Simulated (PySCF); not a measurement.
# Field gradients at the hydrogen positions

C4H4P3 (charge -1).
Geometry (GFN2-xTB, Å), atoms numbered from 1 in this order:
```xyz
11
C4H4P3 angstrom
C     -2.2719    0.3024    0.1654
C     -1.3336   -0.3868   -0.4834
C      0.0892   -0.2751   -0.2796
P      1.1206   -1.2965   -1.2634
P      2.9832   -0.7027   -0.5370
C      2.4277    0.4582    0.6200
P      0.7706    0.8344    0.9021
H     -2.0032    1.0231    0.9219
H     -3.3245    0.1708   -0.0355
H     -1.6299   -1.1068   -1.2408
H      3.1772    0.9818    1.2045
```

Level: PBE0/pcSseg-1 (PySCF, non-relativistic); Q(2H) = 0.00286 b; rigid geometry, the same for H and D, with no vibrational averaging.

**Question.** Give the electric field gradient Vzz (the principal value of largest size), its asymmetry and the 2H coupling at each hydrogen.

**Answer.** 
```json
{"atom": "H8", "bonded to": "C1", "bond length (Å)": "1.079", "Vzz (au)": "0.3351", "η": "0.08", "χzz (kHz)": "225"}
{"atom": "H9", "bonded to": "C1", "bond length (Å)": "1.080", "Vzz (au)": "0.3426", "η": "0.08", "χzz (kHz)": "230"}
{"atom": "H10", "bonded to": "C2", "bond length (Å)": "1.086", "Vzz (au)": "0.3181", "η": "0.06", "χzz (kHz)": "214"}
{"atom": "H11", "bonded to": "C6", "bond length (Å)": "1.085", "Vzz (au)": "0.3370", "η": "0.07", "χzz (kHz)": "226"}
```

**Question.** Give the 2H NMR doublet splittings at H10 for a magnetic field along the z, y and x axes of the gradient: 3χ/2, 3χ(1 + η)/4, 3χ(1 − η)/4.

**Answer.** With |χ| = 213.8 kHz and η = 0.055: 321, 169 and 151 kHz, to first order and without motion.

Isolated species at its GFN2-xTB geometry (one conformer only). The pcSseg-1 basis has no diffuse functions, a weakness for an anion. GFN2-xTB bond lengths can be off by several hundredths of an ångström, more for odd bonds, and the gradients follow them. The small basis limits the accuracy of the gradients.
